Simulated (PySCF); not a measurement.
Electron correlation in C⁺ (carbon, charge +1)

[He] 2s2 2p1, 2P determinant. All numbers are calculated (PySCF 2.14, the spin-free X2C one-electron Hamiltonian (Gaussian nucleus), in Sapporo-DZP-2012). Frozen: 1s2; 3 electrons correlated.

MP2 pair energies summed by pair of shells (mhartree):

| pair | energy | share (%) |
| --- | --- | --- |
| 2s-2s | -26.41 | 60.5 |
| 2s-2p | -17.26 | 39.5 |

Total MP2 correlation energy: -43.67 mhartree.

Same-spin part -2.83 and opposite-spin part -40.84 mhartree; SCS-MP2 scales them by 1/3 and 6/5 to -49.95 mhartree.

```json
{"level": "CCSD", "correlation energy (mhartree)": "-69.84"}
{"level": "(T)", "correlation energy (mhartree)": "-0.73"}
{"level": "CCSD(T)", "correlation energy (mhartree)": "-70.57"}
```

Diagnostics: T1 = 0.0096, D1 = 0.0182, largest double amplitude 0.135.

Cost of the coupled-cluster step: 0.11 s of wall time on 1 thread of Neoverse-V1 (shared host), for 3 correlated electrons.
